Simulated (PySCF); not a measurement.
F₃Sc, SMILES [F][Sc]([F])[F] (connectivity only; charge and spin as stated), charge -1, multiplicity 2.

Geometry: TPSSh-D3(BJ)/def2-SVPD. The geometry has at least one imaginary mode, so it is a saddle point at that level. The spin state was assumed, not searched. The isomer is the one that the SMILES or the coordinates give; other isomers of the formula were not compared.

Two levels are set side by side: PBE/def2-TZVPD (PySCF) and M06-2X/def2-TZVPD (PySCF). Same geometry, gas phase. Differences are taken from unrounded values.

```
quantity                     M06-2X    PBE  PBE minus M06-2X
---------------------------  ------  -----  ----------------
α-spin orbital gap (eV)        3.90   1.27             -2.63
β-spin orbital gap (eV)        8.07   6.04             -2.03
mean polarisability (bohr³)    85.5  156.3              70.8
```

PBE's more diffuse valence density responds more strongly to a field. Differences between two approximate levels are no errors against the true value.

Rough cost on one machine, each run with all the roots and properties that it gave: M06-2X against PBE within a factor of 2.
